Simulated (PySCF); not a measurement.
# `C[N+](C)(C)C1=CC=C[SiH2]1`, [C₇H₁₄NSi]+, charge +1

Molfile (atoms numbered from 1):
```
C7H14NSi
     RDKit          3D

 23 23  0  0  0  0  0  0  0  0999 V2000
   -1.2837   -1.5886    0.3482 C   0  0  0  0  0  0  0  0  0  0  0  0
   -0.9014   -0.2106   -0.0789 N   0  0  0  0  0  0  0  0  0  0  0  0
   -1.4670    0.7654    0.9048 C   0  0  0  0  0  0  0  0  0  0  0  0
   -1.4816    0.0442   -1.4349 C   0  0  0  0  0  0  0  0  0  0  0  0
    0.5742   -0.0968   -0.1233 C   0  0  0  0  0  0  0  0  0  0  0  0
    1.1982    1.0439   -0.4796 C   0  0  0  0  0  0  0  0  0  0  0  0
    2.6720    1.0058   -0.4773 C   0  0  0  0  0  0  0  0  0  0  0  0
    3.2560   -0.1575   -0.1218 C   0  0  0  0  0  0  0  0  0  0  0  0
    1.9138   -1.3913    0.2674 Si  0  0  0  0  0  4  0  0  0  0  0  0
   -2.3774   -1.6639    0.3786 H   0  0  0  0  0  0  0  0  0  0  0  0
   -0.8696   -1.7790    1.3456 H   0  0  0  0  0  0  0  0  0  0  0  0
   -0.8808   -2.3089   -0.3739 H   0  0  0  0  0  0  0  0  0  0  0  0
   -1.2327    1.7835    0.5765 H   0  0  0  0  0  0  0  0  0  0  0  0
   -2.5549    0.6288    0.9569 H   0  0  0  0  0  0  0  0  0  0  0  0
   -1.0101    0.5786    1.8835 H   0  0  0  0  0  0  0  0  0  0  0  0
   -1.0358   -0.6633   -2.1437 H   0  0  0  0  0  0  0  0  0  0  0  0
   -2.5696   -0.0936   -1.3886 H   0  0  0  0  0  0  0  0  0  0  0  0
   -1.2466    1.0694   -1.7398 H   0  0  0  0  0  0  0  0  0  0  0  0
    0.6921    1.9738   -0.7636 H   0  0  0  0  0  0  0  0  0  0  0  0
    3.2284    1.9049   -0.7587 H   0  0  0  0  0  0  0  0  0  0  0  0
    4.3401   -0.2833   -0.0902 H   0  0  0  0  0  0  0  0  0  0  0  0
    1.8385   -1.8399    1.6863 H   0  0  0  0  0  0  0  0  0  0  0  0
    1.8233   -2.5603   -0.6522 H   0  0  0  0  0  0  0  0  0  0  0  0
  1  2  1  0
  2  3  1  0
  2  4  1  0
  2  5  1  0
  5  6  2  0
  6  7  1  0
  7  8  2  0
  8  9  1  0
  9  5  1  0
  1 10  1  0
  1 11  1  0
  1 12  1  0
  3 13  1  0
  3 14  1  0
  3 15  1  0
  4 16  1  0
  4 17  1  0
  4 18  1  0
  6 19  1  0
  7 20  1  0
  8 21  1  0
  9 22  1  0
  9 23  1  0
M  CHG  1   2   1
M  END
```

Computed with quadratic response CAM-B3LYP/def2-SVPD first hyperpolarisability, Taylor convention, gas phase (PySCF). Geometry: PBE0-D3(BJ)/def2-SVP.

Q: Give the tensor of the static β(0;0,0) in the axes of these coordinates.

A: In au, Taylor convention; rows are the first index (the induced dipole):
|  | xx | yy | zz | xy | xz | yz |
| --- | --- | --- | --- | --- | --- | --- |
| x | +122.3 | -10.8 | -3.3 | +0.8 | -1.1 | +2.7 |
| y | +0.8 | -9.0 | +17.3 | -10.8 | +2.7 | +18.5 |
| z | -1.1 | +18.5 | -21.0 | +2.7 | -3.3 | +17.3 |

Norm of βᵢ = ⅓ Σⱼ (βᵢⱼⱼ + βⱼᵢⱼ + βⱼⱼᵢ): 108.6 au, hyper-Rayleigh value 51.0 au.
